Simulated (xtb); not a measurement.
W(H)4(SiH3)2 (H10Si2W), SMILES [SiH3][WH4][SiH3], multiplicity 1. All values are semi-empirical tight-binding results from xtb (GFN2-xTB unless named), good for trends rather than for accurate numbers. Geometry optimised at GFN2-xTB. The spin state was assumed, not searched. The structure was generated by enumeration; whether it is a known compound was not checked.

Optimised geometry:

Bonded distances (Å): W1–H2 1.805, W1–H3 1.828, W1–H4 1.806, W1–H5 1.828, W1–Si6 2.656, W1–Si10 2.656, Si6–H7 1.500, Si6–H8 1.500, Si6–H9 1.502, Si10–H11 1.501, Si10–H12 1.500, Si10–H13 1.500. Bond angles (°): H2–W1–H3 91.0, H2–W1–H4 177.1, H2–W1–H5 90.9, H2–W1–Si6 89.2, H2–W1–Si10 89.0, H3–W1–H4 91.0, H3–W1–H5 91.4, H3–W1–Si6 179.1, H3–W1–Si10 89.6, H4–W1–H5 91.1, H4–W1–Si6 88.7, H4–W1–Si10 88.9, H5–W1–Si6 89.5, H5–W1–Si10 179.0, Si6–W1–Si10 89.6, W1–Si6–H7 122.0, W1–Si6–H8 121.8, W1–Si6–H9 123.1, H7–Si6–H8 94.0, H7–Si6–H9 94.1, H8–Si6–H9 94.1, W1–Si10–H11 123.4, W1–Si10–H12 121.7, W1–Si10–H13 121.9, H11–Si10–H12 94.1, H11–Si10–H13 94.1, H12–Si10–H13 94.1.
Charge 0, spin multiplicity 1.

For metal compounds this method's bond lengths and energies can be far off.

```json
{
 "orbital_gap": "2.00 eV",
 "zero_point_energy": "45.1 kcal/mol",
 "G − E(el) at 298.15 K (modified RRHO)": "23.3 kcal/mol"
}
```

Computed atomic charges and the Wiberg bond orders between heavy atoms:
charges (e) W1 1.33, H2 -0.27, H3 -0.30, H4 -0.27, H5 -0.30, Si6 0.22, H7 -0.11, H8 -0.11, H9 -0.10, Si10 0.22, H11 -0.10, H12 -0.11, H13 -0.11. Bond orders W1–Si6 0.96, W1–Si10 0.96.
